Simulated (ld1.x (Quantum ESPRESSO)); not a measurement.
Reading a pseudo-wave (palladium)

Columns: radius, all-electron u(r) and pseudo u(r) of the 5s shell (level -3.32 eV) of palladium in the configuration [Ar] 3d10 4s2 4p6 4d10 5s0 5p0; PBE, scalar-relativistic, PAW scheme, ld1.x (Quantum ESPRESSO) 7.5.

```tsv
r (bohr)	all-electron	pseudo
0.132	-0.0588	0.0366
0.265	0.1528	0.0736
0.398	0.0579	0.1107
0.530	-0.1233	0.1478
0.663	-0.2309	0.1853
0.795	-0.2401	0.2225
0.928	-0.1781	0.2600
1.060	-0.0793	0.2970
1.193	0.0326	0.3337
1.325	0.1409	0.3692
1.458	0.2395	0.4037
1.590	0.3237	0.4363
1.723	0.3942	0.4668
1.855	0.4506	0.4945
1.988	0.4951	0.5192
2.120	0.5285	0.5401
2.252	0.5525	0.5571
2.385	0.5687	0.5699
2.518	0.5781	0.5782
2.650	0.5817	0.5817
2.782	0.5807	0.5807
2.915	0.5757	0.5757
3.048	0.5676	0.5676
3.180	0.5571	0.5571
3.312	0.5445	0.5445
3.445	0.5302	0.5302
```

(1) How many radial nodes do the two functions have?

(2) At about which radius was the pseudo-wave matched?

(3) Is the pseudo-wave norm-conserving?

Results:

(1) The all-electron 5s function has n − l − 1 = 4 (the table is too coarse to show those close to the nucleus); the pseudo-wave has 0, since the states of the same l below it are removed with the core.

(2) 2.65 bohr, where the columns begin to agree (steps of 0.13 bohr).

(3) No, it belongs to a PAW set: the norm inside the radius is not constrained, and the difference is carried by the augmentation charge.
